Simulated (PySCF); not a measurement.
A structure optimised at B3LYP-D3(BJ)/def2-SVP, used in a PySCF frequency run:

```xyz
7

F     -1.4459    -0.7557     1.2969
Si    -0.8677     0.0022     0.0000
F     -1.4459    -0.7557    -1.2969
F     -1.5110     1.4780     0.0000
As     1.4774    -0.0529     0.0000
H      1.5086     1.0075    -1.1022
H      1.5086     1.0075     1.1022
```

### Question
Write its SMILES, formula and point group.

### Answer
F[Si](F)(F)[AsH2], AsF3H2Si, Cs

### Question
What are its rotational constants (standard atomic weights)?

### Answer
3.8367, 1.3394, 1.3359 GHz
